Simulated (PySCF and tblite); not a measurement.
Results of a calculation; reference values are marked as such.
2 regioisomers of C7H10O:

```json
{"isomer": "A", "SMILES": "[CH:1]#[C:2][C@@H:3]1[CH2:4][CH2:5][CH2:6][O:7][CH2:8]1"}
{"isomer": "B", "SMILES": "[CH:1]#[C:2][CH:3]1[CH2:4][CH2:5][O:6][CH2:7][CH2:8]1"}
```

Each isomer is a Boltzmann average at 298.15 K over at most 6 conformers: GFN2-xTB geometries, energies B3LYP/def2-SVP (IEF-PCM, dichloromethane) (D3(BJ) added where defined), GIAO shieldings B97-2/pcSseg-1 (IEF-PCM, dichloromethane), GFN2-xTB thermal terms. Programs: PySCF with density fitting and tblite.

(1) What shifts does each isomer give (ppm; of two unlike H on one atom, a is the less shielded)?

Shifts are unscaled: against experiment ¹³C can be off by 15 ppm or more and ¹H by 0.8 ppm.

Answers

(1) 
A: ¹H (against TMS): 4.13 (H8a, 1H), 3.96 (H6a, 1H), 3.67 (H6b, 1H), 3.60 (H8b, 1H), 2.56 (H3, 1H), 2.10 (H4a, 1H), 1.76 (H1, 1H), 1.66 (H5a, 1H), 1.63 (H4b, 1H), 1.54 (H5b, 1H). ¹³C (against TMS): 89.7 (C2), 75.4 (C8), 73.9 (C1), 71.6 (C6), 34.7 (C4), 30.7 (C3), 29.4 (C5).

B: ¹H (against TMS): 4.14 (H5a/H7a, 2H), 3.68 (H5b/H7b, 2H), 2.65 (H3, 1H), 1.82 (H1, 1H), 1.78 (H4a/H8a, 2H), 1.59 (H4b/H8b, 2H). ¹³C (against TMS): 92.1 (C2), 73.4 (C1), 70.3 (C5/C7), 36.6 (C4/C8), 28.4 (C3).
